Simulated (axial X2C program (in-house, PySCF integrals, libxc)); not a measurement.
Low determinants of RuN⁺ at the PBE0 level, two-component

All values were computed with an axial X2C code built on PySCF integrals. Two-component (2c) means X2C with spin–orbit coupling and atomic mean-field two-electron Coulomb and Gaunt terms. Basis: Ru dyall-cv3z [12s12p8d5f3g], N dyall-av3z [7s7p3d2f] (cores contracted in-house); Gaussian nuclei, density fitting, unrestricted open shells. Masses: Ru 101.904 u, N 14.003 u.

Search at 1.518 Å (vertical energies from the lowest determinant):

| ΔE (eV) | state | electrons beyond evenly filled partner blocks | electrons in ±ω = 1/2, 3/2, 5/2, 7/2 |
| --- | --- | --- | --- |
| 0.00 | Ω = 0 | none | 32 14 4 0 |
| 1.28 | Ω = 3 | ω = 1/2, ω = 5/2 | 33 14 3 0 |
| 1.54 | Ω = 1 | ω = -1/2, ω = 3/2 | 33 13 4 0 |
| 1.61 | Ω = 2 | ω = -1/2, ω = 5/2 | 33 14 3 0 |
| 1.74 | Ω = 4 | ω = 3/2, ω = 5/2 | 32 15 3 0 |
| 1.86 | Ω = 2 | ω = 1/2, ω = 3/2 | 33 13 4 0 |
| 1.99 | Ω = 1 | ω = -3/2, ω = 5/2 | 32 15 3 0 |

Lowest determinant, Ω = 0 (closed shell): Re = 1.515 Å, ωe = 1326.1 cm⁻¹.

The determinant in row 2 of the search, Ω = 3 (⟨Sz⟩ = 0.99, ⟨Lz⟩ = 2.01 at PBE0), was followed along the bond at PBE0; measured from the minimum of the lowest determinant it gives:

Te = 1.189 eV (9589 cm⁻¹), Re = 1.571 Å, ωe = 1101.2 cm⁻¹.

(1) Compare the bond of the determinant in row 2 with that of the lowest one.

The search compares states at one distance, so a state with another bond length can lie lower; it is not exhaustive and yields mostly the lowest determinant of each block pattern, so other components and higher states of one pattern are missing. These are energies of single determinants, not of spin-adapted states; PBE0 term energies can be off by some tenths of an eV, and the functional has no current term. Open-shell Ω = 0 determinants with evenly filled partner blocks cannot be reached by this program, so the Ω shown need not be the lowest component.

Answers

(1) At PBE0 its Re is 0.056 Å longer and its force constant, which goes as ωe², is 0.69 times that of the lowest determinant. T0 ≈ Te + Δωe/2 = 9589 + (-112) = 9477 cm⁻¹.
